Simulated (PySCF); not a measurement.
**State search for Ag₂**

Unrestricted PBE0; basis Ag def2-TZVPP with ECP28; scalar-relativistic core potentials; PySCF 2.14. Outer shells of the fragments: Ag 4d10 5s1; Ag 4d10 5s1.

Followed along the bond (rough minima from three points):

```json
{"2Ms+1": "1", "unpaired": "none", "⟨S²⟩ at the start": "0.00", "R at minimum (Å)": "2.58", "Te (eV)": "0.00"}
{"2Ms+1": "3", "unpaired": "σ ↑↑", "⟨S²⟩ at the start": "2.00", "R at minimum (Å)": "none in the scan", "Te (eV)": "≤ 1.52"}
```

Solutions found at the starting distance of 2.670 Å, counted from the lowest of them; the search is not exhaustive and high or unbound solutions are not listed, so other states can lie among these:

```csv
2Ms+1,unpaired,term,E (eV),⟨S²⟩,⟨Lz²⟩
1,none,¹Σ⁺,0.00,0.00,0.00
3,σ ↑↑,³Σ⁺,1.60,2.00,0.00
3,"σ ↑, π ↑",³Π,3.52,2.01,1.01
1,"σ ↑, π ↓",mixed,3.97,1.00,1.00
3,"σ ↑, π ↑",³Π,4.45,2.02,1.00
1,"σ ↑, π ↓",mixed,4.58,1.02,1.00
```

A term symbol is given only where ⟨S²⟩ and ⟨Lz²⟩ are close to those of a pure state; real π, δ and φ orbitals otherwise mix terms, and g/u labels are left off.

Spin–orbit coupling is left out. Counting both spins, an empty level lies below a filled one in some of these solutions, because spin and occupation are held.
